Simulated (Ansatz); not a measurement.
```yaml
crystal:
  periodic: [false, false, false]
  atoms:
    - {symbol: C, position_ang: [-0.326898, 1.169049, -0.495591]}
    - {symbol: N, position_ang: [-0.127564, -0.189925, -0.073908]}
    - {symbol: C, position_ang: [0.964503, -0.316503, 0.851147]}
    - {symbol: Zn, position_ang: [-1.139546, -1.584989, -0.642361]}
    - {symbol: H, position_ang: [-1.160121, 1.252510, -1.198985]}
    - {symbol: H, position_ang: [-0.549237, 1.836194, 0.353712]}
    - {symbol: H, position_ang: [0.565073, 1.580229, -0.996717]}
    - {symbol: H, position_ang: [0.803198, 0.280438, 1.764096]}
    - {symbol: H, position_ang: [1.106268, -1.354618, 1.164532]}
    - {symbol: H, position_ang: [1.917238, 0.024772, 0.413386]}
    - {symbol: H, position_ang: [-1.987516, -2.754158, -1.118910]}
basis:
  gaussian: {orbitals: cc-pVDZ, fitting: {mean_field: cc-pVTZ-jkfit}}
hamiltonian: {xc: {name: PBE0-DH}}
```

```sh
$ ansatz run in.yaml --threads 4 --pin off --events-out ev --progress --plain --max-ram 10444MiB
```

Task: How does Ansatz answer? (An estimate is asked.)

Result: The calculation gave: The program refused the input.
```
Functional definition: PBE0-DH
Error: <dir> the basis set cc-pVTZ-JKFIT has no functions for Zn
```
